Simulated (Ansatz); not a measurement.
One change: `O=COC=S` becomes `[CH3][GeH2][O]C=S`.

Ansatz, PBE0-D4/def2-TZVP geometries, multiplicity 1. Each molecule was computed in one conformer, which needn't be the lowest.

Scalar relativity is left out up to krypton.

```tsv
property	`O=COC=S`
HOMO energy (B3LYP/def2-TZVPP) / eV	-6.90
HOMO–LUMO gap (PBE/def2-TZVPP) / eV	2.38
HOMO energy (PBE/def2-TZVPP) / eV	-5.90
LUMO energy (PBE0/def2-TZVPP) / eV	-2.56
HOMO–LUMO gap (ωB97M-V/def2-TZVPP) / eV	8.99
size of the dipole moment (ωB97M-V/def2-TZVPP) / D	1.67
```

Task: Give the same properties after the change, and the shifts. (Best estimate.)

Result: Ansatz gave: 
| property | `[CH3][GeH2][O]C=S` | shift |
| --- | --- | --- |
| HOMO energy (B3LYP/def2-TZVPP) / eV | -6.06 | 0.84 |
| HOMO–LUMO gap (PBE/def2-TZVPP) / eV | 2.96 | 0.58 |
| HOMO energy (PBE/def2-TZVPP) / eV | -5.11 | 0.79 |
| LUMO energy (PBE0/def2-TZVPP) / eV | -1.21 | 1.35 |
| HOMO–LUMO gap (ωB97M-V/def2-TZVPP) / eV | 9.46 | 0.47 |
| size of the dipole moment (ωB97M-V/def2-TZVPP) / D | 5.30 | 3.63 |

With PBE0 the HOMO rises by 0.85 eV and the LUMO rises by 1.35 eV, so the gap widens by about 0.50 eV. PBE moves the HOMO by 0.79 eV and ωB97M-V by 0.85 eV. Dipoles are sizes alone; their direction can turn.

B3LYP here is the variant with VWN-RPA as its local correlation; programs differ in this.
